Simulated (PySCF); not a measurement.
# Worked example: oscillator strength and radiative lifetime

C₂H₆BNO₂Si, SMILES N[SiH2]C#CB(O)O.

Geometry optimised at ωB97X-D3(BJ)/def2-SVP. The structure was generated by enumeration, and PubChem lists no compound with its InChIKey, so it may never have been made. Other conformers were not sampled.

TDA-PBE/def2-SVPD (PySCF) puts the first singlet state with f over 0.02 at 5.59 eV (vertical), with the transition dipole (-0.430, 0.044, 0.097) in atomic units.

### Question
Find the oscillator strength, the wavelength and the radiative lifetime that this transition would have in vacuum if emission retraced absorption.

### Answer

|μ|² = 0.1962 au, so |μ| = 1.13 D. ΔE = 5.59/27.211 = 0.2054 hartree. f = (2/3) ΔE |μ|² = 0.027 (the program prints 0.027).
λ = 1239.84/5.59 = 222 nm; ν = 45086 cm⁻¹.
Einstein's coefficient A = 0.6670 ν² f s⁻¹ (ν in cm⁻¹) = 3.6e7 s⁻¹, so τ = 1/A = 27 ns. This state is S4; the lower singlets have f = 0.007, 0.004, 0.002. The figure is the radiative limit of this one transition; relaxation, internal conversion, crossing to triplets and a medium change what is measured.
